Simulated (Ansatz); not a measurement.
FO2W (SMILES [O]=[W](=[O])[F]), doublet, at a GFN2-xTB geometry (such geometries of metal compounds can be far from the true shape) (the multiplicity is a formal guess) (core potentials on W); Ansatz (an electronic-structure program) with PBE0/def2-SV(P).

Ansatz was given this input:
Ansatz 0.2 input:
```yaml
crystal:
  periodic: [false, false, false]
  atoms:
    - {symbol: W, position_ang: [0.03183574, 0.03807689, 0.04659641]}
    - {symbol: O, position_ang: [1.55489175, -0.44555338, -0.51330637]}
    - {symbol: O, position_ang: [-0.60624969, -0.87999252, 1.31824280]}
    - {symbol: F, position_ang: [-1.10499789, 0.86518639, -1.09862510]}
basis:
  gaussian:
    orbitals: def2-SV_P_.json
hamiltonian:
  xc: pbe0
magnetization: {spin_polarized: true, initial_magnetization: 1}
```
The basis file holds def2-SV(P) in the JSON format of the Basis Set Exchange.

Output, abridged:

```
Functional definition: PBE0
717 factors; integrals over basis functions are off by at most 3.2e-4 eV
mean field evaluation 1: about -8609.9560 eV, gradient 6.4e1 eV
mean field evaluation 2: about -8401.1274 eV, gradient 2.1e2 eV
mean field evaluation 4: about -8624.4390 eV, gradient 1.8e1 eV
mean field evaluation 8: about -8625.5443 eV, gradient 9.0e-1 eV
mean field evaluation 16: about -8625.5503 eV, gradient 1.1e-2 eV
mean field -8625.55026136 eV, -316.9831254970 hartree, gradient 3.3e-5 eV, S^2 0.759649; 0 other end points of the search recorded, 0 dependent functions left out
reference -8625.55030376 eV, -316.9831270551 hartree; 20, 19 occupied and 47, 48 virtual orbitals, 717 factors
Total energy: -8625.55030376 eV, -316.9831270551 hartree
```
